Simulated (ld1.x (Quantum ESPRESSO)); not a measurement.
An all-electron radial function and its pseudo partner (N)

Columns: radius, all-electron u(r) and pseudo u(r) of the 2s shell (level -18.65 eV) of nitrogen in the configuration [He] 2s1.5 2p3.5; LDA (PZ), scalar-relativistic, ultrasoft scheme, ld1.x (Quantum ESPRESSO) 7.5.

```
r (bohr)  all-electron   pseudo
   0.120        0.3895  -0.1482
   0.240        0.2071  -0.2948
   0.360       -0.1060  -0.4371
   0.480       -0.3962  -0.5708
   0.600       -0.6179  -0.6895
   0.720       -0.7663  -0.7860
   0.840       -0.8515  -0.8536
   0.960       -0.8871  -0.8871
   1.080       -0.8865  -0.8865
   1.200       -0.8608  -0.8608
   1.320       -0.8188  -0.8188
   1.440       -0.7669  -0.7669
   1.560       -0.7100  -0.7100
   1.680       -0.6513  -0.6513
   1.800       -0.5931  -0.5931
   1.920       -0.5369  -0.5369
   2.040       -0.4837  -0.4837
   2.160       -0.4341  -0.4341
   2.280       -0.3882  -0.3882
   2.400       -0.3462  -0.3462
   2.520       -0.3079  -0.3079
   2.640       -0.2733  -0.2733
   2.760       -0.2421  -0.2421
   2.880       -0.2141  -0.2141
   3.000       -0.1891  -0.1891
   3.120       -0.1668  -0.1668
```

Problem. How many radial nodes do the two functions have?

Solution. The all-electron 2s function has n − l − 1 = 1; the pseudo-wave has 0, since the states of the same l below it are removed with the core.

Problem. At about which radius was the pseudo-wave matched?

Solution. 0.95 bohr, where the columns begin to agree (steps of 0.12 bohr).

Problem. Is the pseudo-wave norm-conserving?

Solution. No, it belongs to an ultrasoft set: the norm inside the radius is not constrained, and the difference is carried by the augmentation charge.
